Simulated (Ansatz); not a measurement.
# A geometry optimisation of GeH5Si2+ with PBE-D3(BJ)/def2-SVP

The starting geometry of this gas-phase singlet was optimised with GFN2-xTB.

```xyz
8

Ge    1.2324   -2.8252   -0.9518
Si   -0.2913   -0.9972   -0.2240
Si   -0.6367    0.8370    1.3194
H    -1.2519   -0.8001   -1.3435
H    -0.1595    2.0468    0.6463
H     2.0481   -1.5049   -1.4345
H    -2.0633    0.9033    1.6400
H     0.1677    0.5218    2.5051
```

Q: Predict what becomes of its bonds when it is optimised with PBE-D3(BJ)/def2-SVP.

A: A new bond forms, giving a structure with H6 bridging Si2 and Ge1, given below by its coordinates. Distances that change by over a tenth: Ge1–H6 (1.63 → 1.88 Å). Contacts that close: Si2–H6 (2.68 → 1.69 Å).

The energy falls by 0.58 eV over 25 steps:

```
step  E − E(last) (eV)
   1             0.580
   4             0.210
   6             0.015
   9             0.002
  12             0.001
  14             0.000
  17             0.000
  20             0.000
  22             0.000
  25             0.000
```

Final geometry (Å):

```json
{"atom": "Ge", "x (Å)": "1.0920", "y (Å)": "-2.8757", "z (Å)": "-0.6535"}
{"atom": "Si", "x (Å)": "-0.2719", "y (Å)": "-0.9866", "z (Å)": "-0.3538"}
{"atom": "Si", "x (Å)": "-0.5106", "y (Å)": "0.7608", "z (Å)": "1.2543"}
{"atom": "H", "x (Å)": "-0.9024", "y (Å)": "-0.7910", "z (Å)": "-1.7180"}
{"atom": "H", "x (Å)": "-0.1845", "y (Å)": "2.0228", "z (Å)": "0.5178"}
{"atom": "H", "x (Å)": "1.3297", "y (Å)": "-1.0231", "z (Å)": "-0.8999"}
{"atom": "H", "x (Å)": "-1.9503", "y (Å)": "0.6450", "z (Å)": "1.6525"}
{"atom": "H", "x (Å)": "0.4435", "y (Å)": "0.4293", "z (Å)": "2.3574"}
```

Frequencies at the end are all real (lowest 29 cm⁻¹). Run with Ansatz 0.2.0, 29 s on 2 threads of Intel(R) Xeon(R) Platinum 8259CL CPU @ 2.50GHz (Skylake/Cascade Lake), on a shared host.
